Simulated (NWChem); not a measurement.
# C$_{2}$H$_{7}$NOSi; SMILES N[Si@H]1CCO1

```xyz
12

N     -0.0629     1.9934    -0.3788
Si    -0.0730     0.4988     0.4649
C     -1.0994    -0.9450    -0.2026
C      0.2736    -1.6675    -0.2576
O      1.1756    -0.6079     0.1798
H      0.1918     2.8540     0.0884
H      0.0819     2.0517    -1.3792
H     -0.2187     0.8916     1.8925
H     -1.8289    -1.4030     0.4711
H     -1.5650    -0.8021    -1.1821
H      0.3422    -2.5180     0.4301
H      0.5623    -2.0017    -1.2610
```
Atoms are numbered in this order, from 1.

Results from NWChem. All runs use the structure optimised with B3LYP/6-31G* (spherical d). GIAO values for the isolated, static molecule; σ is the absolute isotropic shielding, δ = σ(reference) − σ with the isolated reference molecule computed at the same levels (1H: tetramethylsilane, 15N: ammonia, 17O: water, 29Si: tetramethylsilane).

Task: Predict the results for KT2/pcSseg-1. Quantities: δ N1 (ppm); δ Si2 (ppm); δ O5 (ppm); δ H6 (ppm); δ H7 (ppm); δ H8 (ppm); δ H11 (ppm).

Result: 
```
Item         Value
-----------  -----
δ N1 (ppm)    53.5
δ Si2 (ppm)    0.0
δ O5 (ppm)   141.8
δ H6 (ppm)    2.03
δ H7 (ppm)    1.59
δ H8 (ppm)    5.32
δ H11 (ppm)   4.50
```
